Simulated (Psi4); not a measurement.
BiI3, triplet, at a GFN2-xTB geometry (such geometries of metal compounds can be far from the true shape) (a higher spin typed on purpose: for a closed-shell molecule this is an excited state) (core potentials on Bi, I); CAM-B3LYP/def2-TZVP (Psi4).

Here is a job for Psi4.
```
memory 2 GB

molecule {
0 3
Bi   -0.19221900   -0.15333299   -0.01028998
I     0.91037393   -2.89185738    0.04799698
I     2.00172748    1.59677686    0.10715770
I    -2.61107920    1.53520576   -0.13904017
symmetry c1
no_reorient
no_com
}

set {
  basis def2-tzvp
  reference uks
}

energy('cam-b3lyp')
print_variables()
```

What the program printed (banner, timings and long lists left out):

```
   => Loading Basis Set <=

    Name: DEF2-TZVP
    Role: ORBITAL
    Keyword: BASIS

    !!!  WARNING: ECP capability is in beta. Please check occupations closely.  !!!

         ---------------------------------------------------------
                                   SCF
               by Justin Turney, Rob Parrish, Andy Simmonett
                          and Daniel G. A. Smith
                              UKS Reference
         ---------------------------------------------------------

  ==> Geometry <==

    Molecular point group: c1
    Full point group: C1

    Geometry (in Angstrom), charge = 0, multiplicity = 3:

       Center              X                  Y                   Z               Mass
    ------------   -----------------  -----------------  -----------------  -----------------
         BI          -0.192219000000    -0.153332990000    -0.010289980000   208.980399100000
         I            0.910373930000    -2.891857380000     0.047996980000   126.904471900000
         I            2.001727480000     1.596776860000     0.107157700000   126.904471900000
         I           -2.611079200000     1.535205760000    -0.139040170000   126.904471900000

  Running in c1 symmetry.

  Rotational constants: A =      0.01470  B =      0.00829  C =      0.00530 [cm^-1]
  Rotational constants: A =    440.60316  B =    248.62928  C =    158.94035 [MHz]
  Nuclear repulsion =  516.040746449435346

  Charge       = 0
  Multiplicity = 3
  Electrons    = 98
  Nalpha       = 50
  Nbeta        = 48

  ==> Algorithm <==

  SCF Algorithm Type is DF.
  DIIS enabled.
  MOM disabled.
  Fractional occupation disabled.
  Guess Type is SAD.
  Energy threshold   = 1.00e-06
  Density threshold  = 1.00e-06
  Integral threshold = 1.00e-12

  ==> Primary Basis <==

  Basis Set: DEF2-TZVP
    Blend: DEF2-TZVP
    Number of shells: 64
    Number of basis functions: 200
    Number of Cartesian functions: 236
    Spherical Harmonics?: true
    Max angular momentum: 3

  Core potential: DEF2-TZVP
    Number of shells: 16
    Number of ECP primitives: 105
    Number of ECP core electrons: 144
    Max angular momentum: 3

  ==> DFT Potential <==

   => LibXC <=

    Version 7.1.2
    S. Lehtola, C. Steigemann, M. J. T. Oliveira, and M. A. L. Marques,  SoftwareX 7, 1–5 (2018) (10.1016/j.softx.2017.11.002)

   => Composite Functional: CAM-B3LYP <=

    CAM-B3LYP Hyb-GGA Exchange-Correlation Functional

    T. Yanai, D. P. Tew, and N. C. Handy,  Chem. Phys. Lett. 393, 51 (2004) (10.1016/j.cplett.2004.06.011)

    Deriv               =              1
    GGA                 =           TRUE
    Meta                =          FALSE

    Exchange Hybrid     =           TRUE
    MP2 Hybrid          =          FALSE

   => Exchange Functionals <=

    0.3500         Becke 88 [omega = 0.3300]
    0.4600   Short-range recipe for B88 functional - erf [omega = 0.3300]

   => Exact (HF) Exchange <=

    0.4600            HF,LR [omega = 0.3300]
    0.1900               HF

   => Correlation Functionals <=

    0.1900   Vosko, Wilk & Nusair (VWN5)
    0.8100   Lee, Yang & Parr

   => LibXC Density Thresholds  <==

    XC_HYB_GGA_XC_CAM_B3LYP:  1.00E-14

   => Molecular Quadrature <=

    Radial Scheme          =       TREUTLER
    Pruning Scheme         =           NONE
    Nuclear Scheme         =       TREUTLER

    Blocking Scheme        =         OCTREE
    BS radius alpha        =              1
    Pruning alpha          =              1
    Radial Points          =             75
    Spherical Points       =            302
    Total Points           =          83430
    Total Blocks           =            749
    Max Points             =            256
    Max Functions          =            172
    Weights Tolerance      =       1.00E-15

   => Loading Basis Set <=

    Name: (DEF2-TZVP AUX)
    Role: JKFIT
    Keyword: DF_BASIS_SCF

  ==> Integral Setup <==

  SCF_SUBTYPE=INCORE selected. In-core MEM_DF algorithm will be used.
[...]
   @DF-UKS iter  13: -1107.77889225278932   -6.83889e-05   2.69740e-05 DIIS
   @DF-UKS iter  14: -1107.77893613262131   -4.38798e-05   2.32979e-05 DIIS
   @DF-UKS iter  15: -1107.77898802656682   -5.18939e-05   2.51270e-05 DIIS
   @DF-UKS iter  16: -1107.77914237040272   -1.54344e-04   2.04334e-05 DIIS
   @DF-UKS iter  17: -1107.77926704082552   -1.24670e-04   3.41877e-05 DIIS
   @DF-UKS iter  18: -1107.77904482671443    2.22214e-04   2.79346e-05 DIIS
   @DF-UKS iter  19: -1107.77896843318217    7.63935e-05   2.13912e-05 DIIS
   @DF-UKS iter  20: -1107.77890810269082    6.03305e-05   1.44352e-05 DIIS
   @DF-UKS iter  21: -1107.77891163029699   -3.52761e-06   8.35820e-06 DIIS
   @DF-UKS iter  22: -1107.77888409585785    2.75344e-05   7.72238e-06 DIIS
   @DF-UKS iter  23: -1107.77888666544345   -2.56959e-06   3.33166e-06 DIIS
   @DF-UKS iter  24: -1107.77888509954869    1.56589e-06   3.66750e-06 DIIS
   @DF-UKS iter  25: -1107.77888372257189    1.37698e-06   2.50163e-06 DIIS
   @DF-UKS iter  26: -1107.77888332342923    3.99143e-07   2.19769e-06 DIIS
   @DF-UKS iter  27: -1107.77888240604989    9.17379e-07   1.54229e-06 DIIS
   @DF-UKS iter  28: -1107.77888209047933    3.15571e-07   1.12180e-06 DIIS
   @DF-UKS iter  29: -1107.77888194369234    1.46787e-07   6.73374e-07 DIIS
  Energy and wave function converged.

  ==> Post-Iterations <==

   Electrons on quadrature grid:
      Nalpha   =   49.9999739676 ; deviation = -2.603e-05
      Nbeta    =   47.9999751710 ; deviation = -2.483e-05
      Ntotal   =   97.9999491386 ; deviation = -5.086e-05

   @Spin Contamination Metric:   1.486970201E-02
   @S^2 Expected:                2.000000000E+00
   @S^2 Observed:                2.014869702E+00
   @S   Expected:                1.000000000E+00
   @S   Observed:                1.000000000E+00

    Orbital Energies [Eh]
    ---------------------

    Alpha Occupied:

[...]
    Alpha Virtual:

[...]
    Beta Occupied:

[...]
    Beta Virtual:

[...]
    Final Occupation by Irrep:
              A
    DOCC [    48 ]
    SOCC [     2 ]
    NA   [    50 ]
    NB   [    48 ]

  @DF-UKS Final Energy: -1107.77888194369234

   => Energetics <=

    Nuclear Repulsion Energy =            516.0407464494353462
    One-Electron Energy =               -2957.1642628565105042
    Two-Electron Energy =                1394.2880558514441418
    DFT Exchange-Correlation Energy =     -60.9434213880616511
    Empirical Dispersion Energy =           0.0000000000000000
    VV10 Nonlocal Energy =                  0.0000000000000000
    Total Energy =                      -1107.7788819436923404

  UHF NO Occupations:
  HONO-2 :   48  A 1.9951388
  HONO-1 :   49  A 1.0000000
  HONO-0 :   50  A 1.0000000
  LUNO+0 :   51  A 0.0048612
  LUNO+1 :   52  A 0.0007190
  LUNO+2 :   53  A 0.0004962
  LUNO+3 :   54  A 0.0003759

Computation Completed

Properties will be evaluated at   0.000000,   0.000000,   0.000000 [a0]

Properties computed using the SCF density matrix

 Multipole Moments:

 ------------------------------------------------------------------------------------
     Multipole            Electronic (a.u.)      Nuclear  (a.u.)        Total (a.u.)
 ------------------------------------------------------------------------------------

 L = 1.  Multiply by 2.5417464519 to convert [e a0] to [Debye]
 Dipole X            :         -6.2259583            5.8666892           -0.3592691
 Dipole Y            :         -4.9692240            4.6798543           -0.2893697
 Dipole Z            :         -0.3328496            0.3140597           -0.0187899
 Magnitude           :                                                    0.4616949

 ------------------------------------------------------------------------------------

  Variable Map:
  ----------------------------------------------------------------------------
[...]
  Array Variable Map:
  ----------------------------------------------------------------------------
[...]
[...]
```
